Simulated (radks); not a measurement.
Problem. The mean radii <r> (bohr) of the occupied orbitals of an atom or ion are listed with their occupations. All-electron calculation, non-relativistic Kohn-Sham, PBEsol, spin-unpolarised, spherical densities, point nucleus. Program: a radial shooting solver on a logarithmic mesh with Libxc functionals.

orbital  occ.      <r>
1s          2  0.02709
2s          2   0.1127
2p          4  0.09533

Name the element and its charge.

Solution. Z = 56, barium, charge +48: Ba48+ in [He] 2s2 2p4. The 1s radius gives Z: for a bare nucleus <r> = 1.5/Z, 0.02679 bohr for Z = 56, and screening makes it slightly larger (0.02709 here). The occupations add up to 8, and the charge is Z minus that.
